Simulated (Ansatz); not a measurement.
A basis-limit estimate, worked out

An elementary step of Si4H12O4, closed shell (Si₄H₁₀O₃ ([SiH3][O][SiH]([O][SiH3])[O][SiH3]) + H₂O → Si₃H₈O₃ ([OH][SiH]([O][SiH3])[O][SiH3]) + SiH₄O ([OH][SiH3]); bonds formed: Si1–O10, O2–H9; bonds broken: Si1–O2, H9–O10). “Start” is the structure reached by relaxing down from the saddle towards the reactants; PBE0-D4/def2-TZVP structures. The saddle:

```
20
angstrom
Si -0.9023 0.2345 0.4314
O 0.0035 0.3957 -1.2304
Si 1.0837 -0.6521 -1.9221
O -0.1473 1.5596 1.0252
Si 1.0590 2.5565 0.5245
O -0.2052 -1.2435 0.6244
Si -0.3034 -2.5147 1.6588
H -1.9934 0.1243 1.4421
H -1.2035 0.6566 -1.5234
O -2.1436 0.5458 -0.8878
H 0.4549 -1.9655 -2.2139
H 1.5187 -0.0355 -3.2024
H 2.2574 -0.8339 -1.0368
H 2.2809 1.8002 0.1487
H 0.6162 3.3768 -0.6336
H 1.3768 3.4580 1.6595
H -0.5248 -3.7497 0.8653
H -1.4216 -2.3351 2.6202
H 0.9760 -2.6298 2.4025
H -2.7820 1.2515 -0.7524
```

Ansatz 0.2.0; basis: def2-TZVPP and def2-QZVPP; cores frozen in the correlated methods.

Energies in eV:

| quantity | saddle | start |
| --- | --- | --- |
| Hartree–Fock, triple zeta (X = 3) | -39799.09474 | -39801.27960 |
| Hartree–Fock, quadruple zeta (X = 4) | -39800.53521 | -39802.74891 |
| MP2 correlation, X = 3 | -40.41340 | -39.61360 |
| MP2 correlation, X = 4 | -43.59144 | -42.78871 |
| CCSD(T) correlation, X = 3 | -43.81894 | -43.08654 |

(1) Work out the barrier at the basis limit: extrapolate Hartree–Fock as E(X) = E∞ + A exp(−7.88 √X) and the MP2 correlation as E(X) = E∞ + B X^−2.97 (the exponents that Neese and Valeev fitted for def2-TZVPP and QZVPP), then add CCSD(T) − MP2 in triple zeta.

No T1 diagnostic of these runs exceeds 0.013.

Results:

(1) Each step is linear, so take the differences first (saddle − start): Hartree–Fock 2.18486 (X = 3) and 2.21370 (X = 4); MP2 correlation -0.79980 and -0.80273; CCSD(T) correlation -0.73240.
Two points give E∞ = E(4) + w [E(4) − E(3)], with w = 1/(exp(7.88 (2 − √3)) − 1) = 0.1377 for Hartree–Fock and w = 1/((4/3)^2.97 − 1) = 0.7407 for the correlation.
Hartree–Fock: 2.21370 + 0.1377 × 0.02884 = 2.2177 eV.
MP2 correlation: -0.80273 + 0.7407 × (-0.00293) = -0.8049 eV.
CCSD(T) − MP2: -0.73240 − (-0.79980) = 0.0674 eV.
Sum: 2.2177 + (-0.8049) + 0.0674 = 1.4802 eV, or 34.13 kcal/mol. Plain CCSD(T) in triple zeta gives 1.4525 eV, so the larger basis shifts the result by 0.0277 eV.

Labels in which every atom is bracketed show which atoms are joined, not bond orders.

For scale, one of the runs: CCSD(T)/def2-TZVPP, 460 basis functions, launched by `ansatz run in.yaml --threads 4 --pin off --events-out ev --progress --plain --max-ram 63488MiB --backend cuda --devices 0, --max-vram 37GiB`. The run took 46 s on 4 CPU threads of an AMD EPYC 7R13 and a share of one NVIDIA H100 (shared host), with 1.3 GiB of host memory at its peak.
